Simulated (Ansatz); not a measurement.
Spectroscopic constants of TcO, multiplicity 6 (lowest of 2S+1 = 2, 4, 6, 8 at CCSD(T)/def2-TZVPP on PBE0 minima; our sources give no spin for the ground state, which may be another). No spin–orbit coupling. The T1 diagnostic near the minimum is 0.064, so single-reference values are doubtful.

The constants come from a fifth-degree fit in 1/R (seven points, main isotopes). Runs in def2 and cc sets follow the lowest solution found near the PBE0 minimum.

Programs: Ansatz (a program for electronic structure).  In def2 rows elements past Kr take small-core potentials, without spin–orbit coupling.

Energies at PBE/def2-TZVPP:

| R (Å) | E (hartree) |
|---|---|
| 1.588040 | -155.94342392 |
| 1.630730 | -155.95378541 |
| 1.670004 | -155.95934632 |
| 1.714400 | -155.96190680 |
| 1.758797 | -155.96129127 |
| 1.810024 | -155.95751510 |
| 1.869789 | -155.95002975 |

### Question
With a reduced mass of 13.7289 u, find the minimum, the force constant and the constants.

### Answer
A fifth-degree polynomial in 1/R puts the minimum at r_e = 1.7267 Å with force constant 656 N/m. Then ω_e = (1/2πc)√(k/μ) = 900 cm⁻¹ and B_e = h/(8π²cμr_e²) = 0.4118 cm⁻¹; the cubic and quartic terms give α_e = 0.0024 and ω_e x_e = 3.9 cm⁻¹.
